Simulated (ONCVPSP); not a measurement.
**What one change does to a pseudopotential (Ir, ONCV)**

```
Element                 : Ir (Z = 77)
Generator               : ONCVPSP 4.0.1
Type                    : optimised norm-conserving Vanderbilt (ONCV)
Functional              : PW91
Relativity              : scalar-relativistic
Frozen core             : [Kr] 4d10 4f14
Valence charge          : 17
Reference configuration : 5s2 5p6 5d7 6s1.5 (charge +0.5)
Partial waves           : 5s+6s: rc 1.60 bohr, ncon 3, nbas 6, qcut 7.8 1/bohr, 2 projectors; 5p: rc 1.30 bohr, ncon 5, nbas 8, qcut 5.7 1/bohr, 3 projectors, debl 2.7 Ha; 5d: rc 1.55 bohr, ncon 3, nbas 7, qcut 5.9 1/bohr, 1 projector; f scattering state at 0.33 Ha: rc 1.30 bohr, ncon 4, nbas 7, qcut 9.9 1/bohr, 2 projectors, debl 2.3 Ha
Local potential         : polynomial inside 1.05 bohr (lpopt 5, dvloc0 0 Ha)
Core correction         : Teter function, fcfact 4.5, rcfact 1.1
```

Change: d: rc 1.3, qcut 7, nproj 0; local potential the d channel.

Cutoffs: the cutoffs (Ha) at which the residual kinetic energy of the hardest occupied pseudo-wave falls to 1 and 0.1 mHa per electron; they do not see the model core or the augmentation charge, which bear on the density cutoff. Errors are all-electron minus pseudo energies relative to the spin-unpolarised reference configuration.

Task: What does the change do?

Result: The potential gets neither clearly harder nor softer (104 Ha and 121 Ha → 104 Ha and 121 Ha); both files keep a bound ghost (f); of the 4 tests that both files solve, the error grows in 1 and shrinks in 0 by more than 15 % and 0.3 meV (median size 1.7 → 2.2 meV); the range in which the s phases agree widens (upper end 2.4 → at the end of the scan).

| quantity | base | changed |
| --- | --- | --- |
| cutoff, loose | 104 Ha | 104 Ha |
| cutoff, tight | 121 Ha | 121 Ha |
| loose cutoff by channel | s 22 Ha, p 104 Ha, d 17 Ha | s 22 Ha, p 104 Ha, d 18 Ha |
| bound ghosts | f | f |
| GHOST(+) flags under 300 eV | s at 75.1 eV | none |
| error for 5s2 5p6 5d7 6s2, meV [ΔE -4.07 eV] | +1.3 | +1.3 |
| error for 5s2 5p6 5d7 6s1, meV [ΔE 5.88 eV] | -2.2 | -2.2 |
| error for 5s2 5p6 5d7 6s0, meV [ΔE 23.44 eV] | -10 | -10 |
| error for 5s2 5p6 5d6 6s2 6p1, meV [ΔE 3.10 eV] | +1.2 | +2.2 |
| s: phases at 1.63 bohr within 0.05 rad from the reference energy up to (Ha; the scan ends near 5) | 2.4 | to the end of the scan |
| p: phases at 1.32 bohr within 0.05 rad from the reference energy up to (Ha; the scan ends near 5) | to the end of the scan | to the end of the scan |
| f: phases at 1.32 bohr within 0.05 rad from the reference energy up to (Ha; the scan ends near 5) | to the end of the scan | n/a |
| rms error of d²Exc/dni dnj with the model core, mHa | 2.20 | 2.21 |

 A true bound ghost makes a file unfit for plane-wave use even where its test errors are small: the radial tests pick states by their node count and pass the ghost by.
